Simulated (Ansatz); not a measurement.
Reaction (substitution at a C–C bond): `C=C([SiH3])C[SiH3]` + `O[SiH2]O` → `O[SiH2]OC[SiH3]` + `C=C[SiH3]`

Calculated with Ansatz (gas phase, PBE0-D4/def2-TZVP geometries, no zero-point term in ΔE). CBS: MP2 limit from def2 TZ/QZ plus the TZ coupled-cluster correction, frozen cores. Functionals use def2-TZVPP. One conformer a species, not always the lowest.

```
             species  r2SCAN energy (Eh)
`C=C([SiH3])C[SiH3]`          -699.21674
          `O[SiH2]O`          -442.42042
   `O[SiH2]OC[SiH3]`          -772.36837
         `C=C[SiH3]`          -369.23773
```

Work out ΔE.

ΔE = (-772.36837) + (-369.23773) − (-699.21674) − (-442.42042) = 0.03106 Eh = +0.85 eV. CCSD(T)/CBS gives +0.88 eV.

Largest T1 diagnostic among the species: 0.012.

In def2-TZVPP, CCSD(T) changes the Hartree–Fock value by +0.20 eV (the triples alone add +0.03 eV) and MP2 by +0.32 eV. The D4 term adds +0.07 eV with B3LYP and +0.04 eV with PBE0; it sums over pairs of atoms, weighted by their polarisabilities, and B3LYP, whose exchange is more repulsive, gets the larger term.

B3LYP here is the variant with VWN-RPA as its local correlation; programs differ in this.
